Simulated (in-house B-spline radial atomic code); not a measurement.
Whole-atom quantities along the 31-electron series, configuration [Ar] 3d10 4s2 4p1. Computed with a B-spline radial code for spherical atoms: non-relativistic Hartree-Fock, average of the configuration, point nuclei.

This level leaves out relativity, spin-orbit splitting included, which matters for heavy ions.

| ion | Z | E/Z² (Eh) | Σ<r²> (bohr²) | n(0)/Z³ (bohr⁻³) | Lamb diamagnetic shielding (ppm) | repulsion over attraction |
| --- | --- | --- | --- | --- | --- | --- |
| Yb39+ | 70 | -2.5417 | 1.6385 | 0.71616 | 6938 | 0.089618 |
| Lu40+ | 71 | ? | ? | ? | ? | ? |
| Hf41+ | 72 | -2.5556 | 1.5234 | 0.71699 | 7157.76 | 0.087378 |
| Ta42+ | 73 | ? | ? | ? | ? | ? |
| W43+ | 74 | -2.5689 | 1.4201 | 0.71778 | 7377.5 | 0.085243 |
| Re44+ | 75 | -2.5753 | 1.3723 | 0.71816 | 7487.37 | 0.084213 |

Task: Fill in the row of Lu40+.

Result: E/Z² (Eh): -2.5487; Σ<r²> (bohr²): 1.5793; n(0)/Z³ (bohr⁻³): 0.71658; Lamb diamagnetic shielding (ppm): 7047.88; repulsion over attraction: 0.088484.

Task: Fill in the row of Ta42+.

Result: E/Z² (Eh): -2.5623; Σ<r²> (bohr²): 1.4703; n(0)/Z³ (bohr⁻³): 0.71739; Lamb diamagnetic shielding (ppm): 7267.63; repulsion over attraction: 0.086297.

Task: With what power of Z does the column «Σ<r²> (bohr²)» change over this range?

Result: A fit of the logarithm of its size against log Z from Z = 70 to 75 has slope -2.57. Unscreened non-relativistic hydrogenic orbitals would give -2.
